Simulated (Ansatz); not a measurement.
Reaction (SMILES): CCC(=[OH+])CC → CCCC(C)=[OH+]
Structures are relaxed separately at B3LYP-D3(BJ)/def2-TZVP in Ansatz (a program for electronic structure), one conformer each, not searched for the lowest. Frequencies are from Ansatz.

Property: isomerisation energy (0 K, with B3LYP-D3(BJ) harmonic zero-point energies), in kcal/mol. Cores are frozen in the correlated levels unless marked. No spin-orbit coupling. Non-relativistic. CBS(X,Y): correlation extrapolated as X^-3; Hartree-Fock from the larger set.

```json
[
 {"level": "revPBE-D3(BJ)/def2-TZVPD", "program": "Ansatz + dftd3", "isomerisation energy (kcal/mol)": "2.5"},
 {"level": "B3LYP-D3(BJ)/def2-TZVPD", "program": "Ansatz + dftd3", "isomerisation energy (kcal/mol)": "2.3"},
 {"level": "PBE0/def2-SVP", "program": "Ansatz", "isomerisation energy (kcal/mol)": "2.5"},
 {"level": "HSE06-D3(BJ)/def2-TZVPD", "program": "Ansatz + dftd3", "isomerisation energy (kcal/mol)": "2.5"},
 {"level": "CAM-B3LYP-D4/def2-TZVPD", "program": "Ansatz + dftd4", "isomerisation energy (kcal/mol)": "2.3"},
 {"level": "RPA@PBE/cc-pVTZ", "program": "Ansatz", "isomerisation energy (kcal/mol)": "[?]"},
 {"level": "SCS-MP2/6-31G", "program": "Ansatz", "isomerisation energy (kcal/mol)": "1.6"},
 {"level": "CCSD(T)/CBS(cc-pVTZ,cc-pVQZ)", "program": "Ansatz", "isomerisation energy (kcal/mol)": "[?]"}
]
```

**Question.** Complete the blanks.

**Answer.** 
- RPA@PBE/cc-pVTZ, isomerisation energy (kcal/mol): 2.1
- CCSD(T)/CBS(cc-pVTZ,cc-pVQZ), isomerisation energy (kcal/mol): 2.4
